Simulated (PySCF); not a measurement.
## What the settings do

Molecule: `N(C=O)[C@@H]1C=COC=C1F`, C6H6FNO2; geometry GFN2-xTB.

Bonds (- single, = double, # triple, : aromatic): O1=C2, C2-N3, N3-C4, C4-C5, C5=C6, C6-O7, O7-C8, C8=C9, C9-F10, C9-C4. C2 carries H11; N3 carries H12; C4 carries H13; C5 carries H14; C6 carries H15; C8 carries H16. Stereochemistry as in O=CN[C@@H]1C=COC=C1F.

All runs: PySCF 2.14.0 with density-fitted response routines, non-relativistic, gas phase unless a solvent (IEF-PCM) is named; grid level 2, GIAOs and SCF threshold 1e-9 unless changed. The yardstick, PBE0/pcSseg-1, gives these isotropic shieldings σ (ppm, equivalent atoms averaged): C2 27.5, C9 29.3, C8 49.5, N3 98.2, F10 334.4, H16 24.50, H14 26.44.

Problem. What do these inputs give? (1) solvent dichloromethane; WP04/ANO-RCC-VDZP; grid level 4; (2) PBE/def2-SVP; grid level 4; level_shift 0.2; (3) PBE0/pcSseg-1; conv 1e-15; max_cycle 70; (4) PBE0/pcSseg-1; level_shift 0.2; (5) LC-wPBE/cc-pVDZ-PP; aux sto-3g; diis off; max_cycle 62

Solution. 
```
run    outcome  functions  wall time    C2    C9    C8     N3    F10    H16    H14
  1  converged        170       84 s  25.9  27.2  47.0   91.0  360.4  24.59  26.65
  2  converged        170       67 s  49.2  43.2  67.3  110.2  323.5  25.02  26.77
  3  converged        200       66 s  27.5  29.3  49.5   98.3  334.4  24.50  26.44
  4  converged        200       35 s  27.5  29.3  49.5   98.3  334.4  24.50  26.44
  5    refused          –     0.02 s     –     –     –      –      –      –      –
```

Times are on 1 thread of an Arm Neoverse V1, shared host.

Problem. Comment on the technical settings and failures.

Solution. 
- Run 2: The functional and orbital basis differ from the yardstick's, which in itself moves the values. The level shift changes the path of the SCF (13 cycles), not the solution, provided the same state is reached.
- Run 3: The cycle limit changes the path of the SCF (42 cycles), not the solution, provided the same state is reached.
- Run 4: The level shift changes the path of the SCF (12 cycles), not the solution, provided the same state is reached.
- Run 5: The basis set has no functions for an element of the molecule, so the input is rejected.

Run 5 was set up unsoundly or failed; its numbers aren't to be quoted as properties of the molecule.
